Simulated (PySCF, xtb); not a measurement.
C5H7F, SMILES F[C@H]1CC=C1C.

GFN2-xTB (xtb 6.7.1) at its own geometry gives an orbital gap of 4.95 eV and a dipole moment of 2.17 D.

Geometry: B3LYP-D3(BJ)/def2-SVP. The structure was generated by enumeration; whether it is a known compound was not checked.

### Question
What does PBE/def2-TZVP in PySCF give? (The exact figures need the calculation; the answer reports its results.)

### Answer
gap 5.20 eV (levels -6.14 and -0.95 eV), dipole 1.68 D.
